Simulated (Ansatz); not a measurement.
Molecule: sum formula Si₂N₂H₇, charge 0, multiplicity 2. It need not be the lowest isomer of its formula. SMILES: N[SiH][SiH2]N
Structure (B3LYP-D3(BJ)/def2-TZVP (Ansatz, a quantum-chemistry and plane-wave program) minimum search):
```xyz
11

N      2.0955     0.3472     0.2764
Si     0.9547    -0.6717    -0.5318
Si    -1.1854    -0.2805     0.3297
N     -1.5295     1.3759    -0.0542
H      1.9019     1.3280     0.4059
H      3.0842     0.1527     0.2814
H      1.4493    -2.0686    -0.3628
H     -2.1118    -1.2913    -0.2593
H     -1.3107    -0.3812     1.8073
H     -2.2894     1.8474     0.4131
H     -1.4562     1.6829    -1.0125
```
Charge 0, spin multiplicity 2.

Quantity: atomisation energy (electronic, to ground-state atoms); the coupled-cluster value holds the core correlation from cc-pwCVTZ, in eV. Correlated levels leave the core frozen unless marked. Open shells are spin-unrestricted. Spin-orbit coupling is left out. Non-relativistic. CBS marks a two-point X^-3 extrapolation of the correlation energy; Hartree-Fock from the larger set.

Level to compare with: CCSD(T)/CBS(cc-pV(T+d)Z,cc-pV(Q+d)Z) plus the core term (Ansatz), 36.05 eV. It is a level with limits of its own, and the differences hold the functionals' basis error too.

Question: Rank these functionals by how close they come to CCSD(T)/CBS(cc-pV(T+d)Z,cc-pV(Q+d)Z), closest first: CAM-B3LYP/def2-TZVPD (Ansatz); r2SCAN0/def2-TZVPD (Ansatz); LC-wPBE/def2-TZVPD (Ansatz); SVWN5/def2-TZVPD (Ansatz).

Answer: CAM-B3LYP/def2-TZVPD (range-separated hybrid, 36.06 eV, difference 0.01), LC-wPBE/def2-TZVPD (range-separated hybrid, 35.68 eV, difference -0.37), r2SCAN0/def2-TZVPD (hybrid meta-GGA, 35.28 eV, difference -0.77), SVWN5/def2-TZVPD (LDA, 40.76 eV, difference 4.71)
